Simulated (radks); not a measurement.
Results of a calculation; reference values are marked as such.
Problem. All-electron atom: Br+ in [Ar] 3d9.5 4s1 4p5.5 (fractional occupations, a model configuration). Code: a radial shooting solver on a logarithmic mesh with Libxc functionals. Model: non-relativistic Kohn-Sham, LDA (Slater exchange, Perdew-Wang correlation), spin-polarised, spherical densities, point nucleus; open shells are filled with parallel spins first. Some entries of the table are withheld. Estimate them.

orbital,occ.,eigenvalue (eV),<1/r> (bohr^-1),<r> (bohr)
1s up,1,-13087.09,34.45,0.04374
1s down,1,-13086.90,34.45,0.04374
2s up,1,-1700.823,7.635,0.1940
2s down,1,-1700.142,7.636,0.1940
2p up,3,-1536.557,7.621,0.1673
2p down,3,-1535.998,7.622,0.1673
3s up,1,-248.4064,2.534,0.5612
3s down,1,-247.4198,2.533,0.5612
3p up,3,-190.9256,2.427,0.5660
3p down,3,-189.9205,2.427,0.5660
3d up,5,-88.1155,2.184,0.5785
3d down,4.5,-87.0319,2.185,0.5780
4s up,1,-32.4941,0.8272,1.610
4s down,0,-31.0374,0.8210,1.624
4p up,3,(1),0.7028,1.877
4p down,2.5,(2),0.6902,1.913

Solution. 
(1) 4p up eigenvalue (eV): -19.7109
(2) 4p down eigenvalue (eV): -18.4573
